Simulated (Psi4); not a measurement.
sodium chloride (ClNa), singlet, geometry from GFN2-xTB (such geometries of metal compounds can be far from the true shape), with bond 1-2 at 3.0 times its length; Psi4 1.11 with HF/pcseg-1.

The Psi4 input:
```
memory 2 GB

molecule {
0 1
  Na    0.00000000    0.00000000   -5.85408960
  Cl    0.00000000    0.00000000    0.88212309
}

set basis pcseg-1
set stability_analysis check
set scf_type pk

energy('scf')
print_variables()
```

What does Psi4 print? Leave out banner, timings and long lists.


```
   => Loading Basis Set <=

    Name: PCSEG-1
    Role: ORBITAL
    Keyword: BASIS

         ---------------------------------------------------------
                                   SCF
               by Justin Turney, Rob Parrish, Andy Simmonett
                          and Daniel G. A. Smith
                              RHF Reference
         ---------------------------------------------------------

  ==> Geometry <==

    Molecular point group: c2v
    Full point group: C_inf_v

    Geometry (in Angstrom), charge = 0, multiplicity = 1:

       Center              X                  Y                   Z               Mass
    ------------   -----------------  -----------------  -----------------  -----------------
         NA           0.000000000000     0.000000000000    -4.064237920245    22.989769282000
         CL           0.000000000000     0.000000000000     2.671974769755    34.968852682000

  Running in c2v symmetry.

  Rotational constants: A = ************  B =      0.02678  C =      0.02678 [cm^-1]
  Rotational constants: A = ************  B =    802.94846  C =    802.94846 [MHz]
  Nuclear repulsion =   14.690174278818683

  Charge       = 0
  Multiplicity = 1
  Electrons    = 28
  Nalpha       = 14
  Nbeta        = 14

  ==> Algorithm <==

  SCF Algorithm Type is PK.
  DIIS enabled.
  MOM disabled.
  Fractional occupation disabled.
  Guess Type is SAD.
  Energy threshold   = 1.00e-06
  Density threshold  = 1.00e-06
  Integral threshold = 1.00e-12

  ==> Primary Basis <==

  Basis Set: PCSEG-1
    Blend: PCSEG-1
    Number of shells: 14
    Number of basis functions: 28
    Number of Cartesian functions: 29
    Spherical Harmonics?: true
    Max angular momentum: 2

  ==> Integral Setup <==

  Using in-core PK algorithm.
   Calculation information:
      Number of atoms:                   2
      Number of AO shells:              14
      Number of primitives:             41
      Number of atomic orbitals:        29
      Number of basis functions:        28

      Integral cutoff                 1.00e-12
      Number of threads:                 1

  Performing in-core PK
  Using 165242 doubles for integral storage.
  We computed 3668 shell quartets total.
  Whereas there are 5565 unique shell quartets.

  ==> DiskJK: Disk-Based J/K Matrices <==

    J tasked:                  Yes
    K tasked:                  Yes
    wK tasked:                  No
    Schwarz Cutoff:          1E-12

  Minimum eigenvalue in the overlap matrix is 1.2401601733E-01.
  Reciprocal condition number of the overlap matrix is 5.7399827258E-02.
    Using symmetric orthogonalization.

  ==> Pre-Iterations <==

  SCF Guess: Superposition of Atomic Densities via on-the-fly atomic UHF (no occupation information).

   -------------------------
    Irrep   Nso     Nmo
   -------------------------
     A1        15      15
     A2         1       1
     B1         6       6
     B2         6       6
   -------------------------
    Total      28      28
   -------------------------

  ==> Iterations <==

                        Total Energy        Delta E     RMS |[F,P]|

   @RHF iter SAD:  -620.73814052442788   -6.20738e+02   0.00000e+00
   @RHF iter   1:  -621.20190138660314   -4.63761e-01   1.52968e-02 DIIS/ADIIS
   @RHF iter   2:  -621.24712676722731   -4.52254e-02   6.17943e-03 DIIS/ADIIS
   @RHF iter   3:  -621.25381274960159   -6.68598e-03   1.30022e-04 DIIS/ADIIS
   @RHF iter   4:  -621.25381908251700   -6.33292e-06   2.74312e-05 DIIS
   @RHF iter   5:  -621.25381973955518   -6.57038e-07   5.88528e-06 DIIS
   @RHF iter   6:  -621.25381982416252   -8.46073e-08   3.00268e-06 DIIS
   @RHF iter   7:  -621.25381987021353   -4.60510e-08   1.23576e-06 DIIS
   @RHF iter   8:  -621.25381987952017   -9.30663e-09   1.83528e-07 DIIS
  Energy and wave function converged.

	Presorting SO-basis two-electron integrals.
	Sorting File: SO Ints (nn|nn) nbuckets = 1
	Constructing frozen core operators
	Starting first half-transformation.
	Sorting half-transformed integrals.
	First half integral transformation complete.
	Starting second half-transformation.
	Two-electron integral transformation complete.
	Starting first half-transformation.
	Sorting half-transformed integrals.
	First half integral transformation complete.
	Starting second half-transformation.
	Two-electron integral transformation complete.
    Lowest singlet (RHF->RHF) stability eigenvalues:
      B2 0.038334        B1 0.038334        A1 0.039276        A1 0.142987
      B2 0.143259        B1 0.143259        A1 0.144264        A1 0.144305
      A2 0.144305        A2 0.144364        B2 0.144485        B1 0.144485
      A1 0.184271        B1 0.184364        B2 0.184364        A2 0.590706
      B1 0.591271        B2 0.591271        A2 0.667919        A2 0.958501

    Lowest triplet (RHF->UHF) stability eigenvalues:
      A1 0.035040        B2 0.037911        B1 0.037911        A1 0.142425
      B1 0.142981        B2 0.142981        A1 0.144259        A2 0.144304
      A1 0.144304        A2 0.144364        B1 0.144444        B2 0.144444
      A1 0.181472        B2 0.183782        B1 0.183782        A2 0.504052
      B2 0.504879        B1 0.504879        A2 0.667919        A2 0.810131

  ==> Post-Iterations <==

    Orbital Energies [Eh]
    ---------------------

    Doubly Occupied:

       1A1  -104.543394     2A1   -40.679702     3A1   -10.277367
       4A1    -7.756277     1B2    -7.756206     1B1    -7.756206
       5A1    -3.005056     2B2    -1.732929     2B1    -1.732929
       6A1    -1.732688     7A1    -0.793385     8A1    -0.217856
       3B2    -0.217569     3B1    -0.217569

    Virtual:

       9A1    -0.102265     4B1     0.003253     4B2     0.003253
      10A1     0.009983    11A1     0.044772    12A1     0.746362
       5B1     0.747145     5B2     0.747145    13A1     0.834178
      14A1     1.234740     6B2     1.234929     6B1     1.234929
      15A1     1.235523     1A2     1.235523

    Final Occupation by Irrep:
             A1    A2    B1    B2
    DOCC [     8,    0,    3,    3 ]
    NA   [     8,    0,    3,    3 ]
    NB   [     8,    0,    3,    3 ]

  @RHF Final Energy:  -621.25381987952017

   => Energetics <=

    Nuclear Repulsion Energy =             14.6901742788186827
    One-Electron Energy =                -895.0497294559612556
    Two-Electron Energy =                 259.1057352976225729
    Total Energy =                       -621.2538198795200515

Computation Completed

Properties will be evaluated at   0.000000,   0.000000,   0.000000 [a0]

Properties computed using the SCF density matrix

 Multipole Moments:

 ------------------------------------------------------------------------------------
     Multipole            Electronic (a.u.)      Nuclear  (a.u.)        Total (a.u.)
 ------------------------------------------------------------------------------------

 L = 1.  Multiply by 2.5417464519 to convert [e a0] to [Debye]
 Dipole X            :          0.0000000            0.0000000            0.0000000
 Dipole Y            :          0.0000000            0.0000000            0.0000000
 Dipole Z            :        -13.9768245            1.3548466          -12.6219779
 Magnitude           :                                                   12.6219779

 ------------------------------------------------------------------------------------

  Variable Map:
  ----------------------------------------------------------------------------
  "CURRENT ENERGY"           =>    -621.253819879520
  "CURRENT REFERENCE ENERGY" =>    -621.253819879520
  "DD SOLVATION ENERGY"      =>       0.000000000000
  "HF KINETIC ENERGY"        =>     621.701801899906
  "HF POTENTIAL ENERGY"      =>   -1242.955621779426
  "HF TOTAL ENERGY"          =>    -621.253819879520
  "HF VIRIAL RATIO"          =>       1.999279426215
  "NUCLEAR REPULSION ENERGY" =>      14.690174278819
  "ONE-ELECTRON ENERGY"      =>    -895.049729455961
  "PCM POLARIZATION ENERGY"  =>       0.000000000000
  "PE ENERGY"                =>       0.000000000000
  "SCF ITERATION ENERGY"     =>    -621.253819879520
  "SCF ITERATIONS"           =>       8.000000000000
  "SCF TOTAL ENERGY"         =>    -621.253819879520
  "TWO-ELECTRON ENERGY"      =>     259.105735297623

  Array Variable Map:
  ----------------------------------------------------------------------------
  "CURRENT DIPOLE"           =>       0.000000000000 ... -12.621977911674 1 by 3
  "SCF DIPOLE"               =>       0.000000000000 ... -12.621977911674 1 by 3
  "SCF TOTAL ENERGIES"       =>    -620.738140524428 ... -621.253819879520 1 by 9
```
